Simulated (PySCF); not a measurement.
**C6H7O3P: full NMR table**

- Formula: C6H7O3P
- SMILES: COC(=O)c1pcoc1C
- InChI: InChI=1S/C6H7O3P/c1-4-5(6(7)8-2)10-3-9-4/h3H,1-2H3
- Point group of the computed structure: C1
- Carbon signals: 6
- Proton signals: 3

Atoms are numbered as in `[CH3:1][O:2][C:3](=[O:4])[c:5]1[p:6][cH:7][o:8][c:9]1[CH3:10]`. Hydrogens are named by the atom that carries them.

Theory: NMR shieldings at PBE0/pcSseg-1/GIAO, coordinates at the PBE0-D3(BJ)/def2-SVP level, in PySCF 2.14 (one conformer, in vacuum, one averaged value for each set of equivalent atoms, relativity neglected).

δ = σ(ref) − σ, references computed at the same level: TMS for ¹H (σ = 31.27 ppm), ¹³C (σ = 184.41 ppm); ³¹P (σ = 310.13 ppm) vs H3PO4; ¹⁷O (σ = 334.56 ppm) vs H2O.

| carbon | δC, type | δH (multiplicity) | HMBC from (2–3 bonds) | span of the C tensor (ppm) |
| --- | --- | --- | --- | --- |
| C1 | 51.9, CH3 | 3.80 (s) | – | 73 |
| C3 | 170.3, C | – | H(C1) | 150 |
| C5 | 130.6, C | – | H(C7), H(C10) | 153 |
| C7 | 185.2, CH | 8.39 (m) | – | 245 |
| C9 | 174.1, C | – | H(C7), H(C10) | 178 |
| C10 | 18.5, CH3 | 2.84 (s) | – | 31 |

Other nuclei:
| atoms | nucleus | environment | δ (ppm) | σ (ppm) |
| --- | --- | --- | --- | --- |
| P6 | ³¹P | phosphorus bonded to 2 C, in a 5-membered ring | 136.2 | 174.0 |
| O4 | ¹⁷O | ester carbonyl oxygen | 414.2 | -79.6 |
| O8 | ¹⁷O | aromatic ring oxygen | 374.6 | -40.1 |
| O2 | ¹⁷O | ester alkoxy oxygen | 188.5 | 146.1 |

δC 185.2: aromatic CH next to the ring oxygen. δC 174.1: substituted aromatic carbon next to the ring oxygen. δC 170.3: ester carbonyl carbon; it is a carbonyl in resonance with an O or N lone pair, the region of acids, esters and amides. δC 130.6: substituted aromatic carbon. δH 2.84: hydrogen on a methyl carbon on an aromatic ring; benzylic-type position, deshielded by the ring.

Splittings by ³¹P in the carbon and heteronuclear signals aren't shown, as no couplings were computed. Shifts are as computed. Against solution values, carbons near 30 ppm lie about +2 ppm off and those near 130 ppm about +5 ppm. Of 1313 compounds with measured shifts, 239 miss one by over three times the rms of a fit or turn the order of signals round; such compounds aren't used in these exercises. Unscaled 17O shifts of doubly bonded oxygen tend to come out too high, by tens of ppm or more. Experimental scales use liquid or dissolved standards, which lie at an offset from isolated H2O (liquid H2O: subtract about 36 ppm) and H3PO4. No couplings were computed; multiplicities are counted from neighbouring protons, with m where these are inequivalent, close in shift, in a saturated or five-membered ring or joined by F or P, and br s for small geminal =CH2 splittings.
